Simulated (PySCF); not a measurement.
Mayer bond orders and bond lengths

Species: C4H11FO2Si.
Numbering: `[CH3:1][O:2][SiH2:3][O:4][C@@H:5]([CH3:6])[CH2:7][F:8]` (hydrogens: H9, H10, H11 on C1; H12, H13 on Si3; H14 on C5; H15, H16, H17 on C6; H18, H19 on C7)

Geometry (GFN2-xTB, Å), atoms numbered from 1 in this order:
```
atom  x, y, z in Å
C1     3.5322   -0.7447   -0.4882
O2     2.1486   -0.6141   -0.5200
Si3    1.2124   -0.1384    0.7005
O4    -0.2185   -0.2243   -0.0359
C5    -1.4484    0.1573    0.4960
C6    -1.7564    1.6132    0.1637
C7    -2.5056   -0.7805   -0.0947
F8    -3.7148   -0.5825    0.5217
H9     3.8371   -1.4910    0.2495
H10    4.0080    0.2046   -0.2315
H11    3.8674   -1.0586   -1.4774
H12    1.2786   -1.0506    1.8474
H13    1.5478    1.2155    1.1564
H14   -1.4457    0.0260    1.5868
H15   -1.0404    2.2631    0.6587
H16   -2.7605    1.8641    0.4950
H17   -1.6816    1.7638   -0.9105
H18   -2.6469   -0.5890   -1.1622
H19   -2.2230   -1.8245    0.0675
```

Bond orders from the PBE0/pcSseg-1 density (PySCF). Isolated species at its GFN2-xTB geometry (one conformer only).

(1) How far do the computed orders between heavy atoms stray from the drawn ones?

(2) Set the Mayer orders of the bonds between heavy atoms beside their lengths.

Answers

(1) The largest departure is 0.139, at O4–C5 (drawn single, 0.861). Drawn single, order below 0.88: O4–C5 (0.861).

(2) 
```json
{"bond": "C1–O2", "drawn as": "single", "length (Å)": "1.390", "Mayer order": "0.902"}
{"bond": "O2–Si3", "drawn as": "single", "length (Å)": "1.610", "Mayer order": "1.022"}
{"bond": "Si3–O4", "drawn as": "single", "length (Å)": "1.612", "Mayer order": "0.988"}
{"bond": "O4–C5", "drawn as": "single", "length (Å)": "1.393", "Mayer order": "0.861"}
{"bond": "C5–C6", "drawn as": "single", "length (Å)": "1.525", "Mayer order": "1.028"}
{"bond": "C5–C7", "drawn as": "single", "length (Å)": "1.532", "Mayer order": "1.004"}
{"bond": "C7–F8", "drawn as": "single", "length (Å)": "1.372", "Mayer order": "0.888"}
```

Bonds between the same two heavy elements. C–O: lowest O4–C5 (0.861, 1.393 Å), highest C1–O2 (0.902, 1.390 Å). O–Si: lowest Si3–O4 (0.988, 1.612 Å), highest O2–Si3 (1.022, 1.610 Å). C–C: lowest C5–C7 (1.004, 1.532 Å), highest C5–C6 (1.028, 1.525 Å).

Question: And the bonds to hydrogen?

Answer: C–H: 0.94 to 0.97 (9 bonds); H–Si: 0.88 (2 bonds).

Question: Sum the orders of all bonds at each heavy atom with more than one neighbour and set the sums beside the valence in the SMILES.

Answer: C1 3.802 (drawn 4), O2 1.924 (drawn 2), Si3 3.774 (drawn 4), O4 1.849 (drawn 2), C5 3.828 (drawn 4), C6 3.902 (drawn 4), C7 3.793 (drawn 4). Orders between atoms that aren't bonded are not in these sums.

The Mayer order sums products of elements of PS (density times overlap matrix) between the two atoms' basis functions, so it depends on the basis set.
